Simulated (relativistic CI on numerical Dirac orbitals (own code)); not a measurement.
Cr+ in a cubic cluster: 2p photoemission with charge transfer

Computed with a charge-transfer multiplet model of a cubic metal-ligand cluster with up to one ligand hole, Slater and spin-orbit integrals from Dirac-Coulomb-Breit ions, Slater integrals scaled by 0.8. The ground state mixes d5 with configurations of k ligand holes L, whose averages lie at kΔ + k(k − 1)U_dd/2; a core hole lowers each added d electron by U_cd. 300 K, Lorentzian 0.6 eV and Gaussian 0.8 eV FWHM.

Atomic integrals in eV (Slater integrals scaled, ζ unscaled), ground: F2dd 6.636, F4dd 4.082, zeta_d 0.022; with the core hole: F2dd 8.366, F4dd 5.204, zeta_d 0.040, zeta_core 5.624, F2cd 4.703, G1cd 3.430, G3cd 1.946.

Cluster parameters (eV): U_dd = 6.5, U_cd = 7.4, 10Dq = 0.3, 10Dq(ligand) = 1.3, V(eg) = 2.4, V(t2g) = -1.23, final-state hopping factor = 0.8.

```
     Case   n_d    d5   d6L     S
 Δ = 6 eV  5.16  0.84  0.16  2.50
 Δ = 9 eV  5.10  0.90  0.10  2.50
Δ = 10 eV  5.09  0.91  0.09  2.50
```

Weights, n_d and S are thermal averages at 300 K. Binding energies count from the first peak over 30 % of the highest in each spectrum, which can be another peak from case to case. The parameters are a model scan and need not match a compound or its usual spin state. Peaks in eV (height, largest 100):
- Δ = 6 eV: 0.0 (100), 4.0 (18), 6.3 (18), 9.8 (52), 16.9 (8)
- Δ = 9 eV: 0.0 (100), 0.7 (92), 4.4 (18), 7.5 (12), 10.6 (54)
- Δ = 10 eV: 0.0 (100), 0.8 (92), 4.5 (18), 10.0 (52), 10.7 (55)

For the case Δ = 9 eV, Δ = 9 eV is larger than U_dd = 6.5 eV, the Mott-Hubbard side of the Zaanen-Sawatzky-Allen scheme. With the core hole the configuration with one ligand hole lies at Δ − U_cd = -1.4, 1.6, 2.6 eV from the one without, in the order of the table; where this is negative the screened configuration lies lower, though the effective hopping of about 3.2 eV (from the holes of the mixed ground state) mixes the two strongly wherever it is as large as the gap.

With at most 1 ligand hole the space is cut while the next configuration still counts, so covalency is underestimated, and a final configuration with one more ligand hole, which can lie low, is missing from the spectra.
